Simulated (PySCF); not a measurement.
C3H12O2Si3.
Structure used (PBE0-D3(BJ)/def2-SVP), in Å, numbered top down from 1:
```xyz
20
C3H12O2Si3 angstrom
C     -0.970   -1.491   -0.341
C     -1.433   -0.235   -0.278
C     -2.326    0.352   -1.331
Si    -0.957    0.849    1.180
O      0.329    0.177    1.990
Si     1.908   -0.238    1.727
O      2.321    0.012    0.153
Si     2.084    0.199   -1.473
H     -0.326   -1.912    0.439
H     -1.225   -2.158   -1.174
H     -2.572   -0.381   -2.115
H     -1.848    1.223   -1.812
H     -3.273    0.716   -0.898
H     -2.091    0.973    2.142
H     -0.602    2.215    0.682
H      2.780    0.610    2.581
H      2.067   -1.681    2.053
H      1.742   -1.106   -2.111
H      3.351    0.717   -2.066
H      0.987    1.179   -1.728
```

Level of theory: PySCF, PBE0-D3(BJ)/def2-SVP geometry optimisation, gas phase.

Masses are those of the commonest isotopes; rigid-rotor values at the optimised geometry. The values belong to one conformer with, in the numbering `[CH2:1]=[C:2]([CH3:3])[SiH2:4][O:5][SiH2:6][O:7][SiH3:8]`, C1–C2–Si4–O5 15°, C2–Si4–O5–Si6 62°, Si4–O5–Si6–O7 -4°, O5–Si6–O7–Si8 -23°.

**Question.** Give the principal moments of inertia and the rotational constants in cm⁻¹.

**Answer.** Ia = 365.38, Ib = 539.83, Ic = 759.85 u·Å²; 505379 MHz·u·Å²/I gives 1383, 936.2 and 665.1 MHz, that is A = 0.04614, B = 0.03123, C = 0.02219 cm⁻¹.

**Question.** What kind of rotor is it?

**Answer.** An asymmetric top. Ray's parameter κ = (2B − A − C)/(A − C) = -0.245; −1 is the prolate and +1 the oblate limit.

**Question.** Is it planar, by Δ = Ic − Ia − Ib?

**Answer.** Not planar: Δ = Ic − Ia − Ib = -145.36 u·Å². For a rigid frame Δ = −2 Σ m c², so Σ m c² = 72.68 u·Å² lies off the ab plane: 22.47 from hydrogen and 50.21 from heavier atoms. The atom farthest from that plane is 2.20 Å away.

**Question.** Give the other two planar moments, Paa and Pbb, and the rms extents of the mass along the axes.

**Answer.** Paa = Σ m a² = (Ib + Ic − Ia)/2 = 467.15 and Pbb = Σ m b² = (Ia + Ic − Ib)/2 = 292.70 u·Å². With the mass M = 164.01 u, the rms extents √(P/M) along a, b and c are 1.69, 1.34, 0.67 Å.

**Question.** List the rotational levels J(Ka,Kc) to J = 3 (cm⁻¹).

**Answer.** Above 0(0,0):
J = 1: 1(0,1) 0.0534, 1(1,1) 0.0683, 1(1,0) 0.0774
J = 2: 2(0,2) 0.1572, 2(1,2) 0.1661, 2(1,1) 0.1932, 2(2,1) 0.2380, 2(2,0) 0.2410
J = 3: 3(0,3) 0.3070, 3(1,3) 0.3111, 3(1,2) 0.3647, 3(2,2) 0.3982, 3(2,1) 0.4117, 3(3,1) 0.4970, 3(3,0) 0.4977
Those of J = 1 are B + C, A + C and A + B.

**Question.** Which types of transition are allowed, and where do some lines up to J = 3 fall?

**Answer.** The dipole components are |μa| = 0.92 D, |μb| = 1.07 D, |μc| = 0.09 D. The squared components, which scale the intensities, stand as 0.74 : 1.00 : 0.01 (a : b : c). Some lines, for components of 0.1 D or more:

| type | branch | J(Ka,Kc) | MHz | lower level (cm⁻¹) |
| --- | --- | --- | --- | --- |
| a | Q | 3(2,1) ← 3(2,2) | 403 | 0.398 |
| b | Q | 3(2,1) ← 3(1,2) | 1408 | 0.365 |
| b | Q | 2(2,0) ← 2(1,1) | 1432 | 0.193 |
| a | Q | 3(1,2) ← 3(1,3) | 1606 | 0.311 |
| b | Q | 3(3,0) ← 3(2,1) | 2580 | 0.412 |
| b | R | 2(1,2) ← 1(0,1) | 3378 | 0.053 |
| b | R | 3(1,2) ← 2(2,1) | 3799 | 0.238 |
| b | R | 3(0,3) ← 2(1,2) | 4225 | 0.166 |
| a | R | 3(1,3) ← 2(1,2) | 4347 | 0.166 |
| b | R | 3(2,1) ← 2(1,2) | 7361 | 0.166 |
| b | R | 3(3,1) ← 2(2,0) | 7675 | 0.241 |
| b | R | 3(3,0) ← 2(2,1) | 7787 | 0.238 |

Stationary, but not proved a minimum. No vibrational averaging or centrifugal distortion is included, and the geometry carries the error of its method. A rigid rotor knows nothing of internal rotation, which can split or shift real lines.
